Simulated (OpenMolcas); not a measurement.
A run on Ta3+ among 8 point charges of -0.78 e arranged as a cube (Oh), 2.18 Å from the ion.

```yaml
Program: OpenMolcas 26.06
Method: CASSCF
Basis: ANO-RCC-VDZP [7s6p4d2f1g]
Scalar_Hamiltonian: DKH2, point nucleus
Active_space: 2 electrons in 5 orbitals (5d)
State_averaging: 2S+1 = 3 even, 10 roots; 2S+1 = 1 even, 15 roots
Spin-orbit_coupling: RASSI with atomic mean-field integrals over the reference wave functions
```

68 basis functions. Blocks (2S+1, parity, CSFs, roots kept): 3, even, 10, 10; 1, even, 15, 15.

How long do the RASSCF and RASSI steps take on 1 thread of Intel(R) Xeon(R) Platinum 8259CL CPU @ 2.50GHz (Skylake/Cascade Lake), with other jobs on the host?

About 7.8 s of wall time, without the integral step.
